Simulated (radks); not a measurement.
The numbers below are computed, except where a source is named.
Initial-state core-level shifts of the zirconium ion Zr+ when its valence configuration changes from [Kr] 4d2 5s1. Level of theory: non-relativistic Kohn-Sham, PBE, spin-unpolarised, spherical densities, point nucleus; relativity is left out, which matters for an element this heavy (a radial shooting solver on a logarithmic mesh with Libxc functionals). Shifts are changes of the shell-averaged eigenvalues in eV (positive: less bound); the change of the density at the nucleus, which sets a Mossbauer isomer shift, is in e/bohr^3, on a base of 4.453e+04.

valence,1s,2p,3s,3p,density at nucleus
4d1 5s1 5p1,-4.654,-4.892,-4.816,-4.818,+2.271
4d1 5s1.5 5p0.5,-4.106,-4.347,-4.267,-4.268,+5.591
4d1.5 5s1.5,-1.711,-1.827,-1.791,-1.792,+4.172
4d1 5s2,-3.548,-3.792,-3.709,-3.711,+8.828
4d3,+3.000,+3.194,+3.152,+3.154,-7.034
4d2 5s0.5 5p0.5,-0.555,-0.548,-0.553,-0.553,-2.992
4d2 5p1,-1.103,-1.089,-1.099,-1.099,-6.061
4d2.5 5p0.5,+1.025,+1.138,+1.107,+1.108,-6.608
4d2.5 5s0.5,+1.574,+1.677,+1.652,+1.653,-3.724
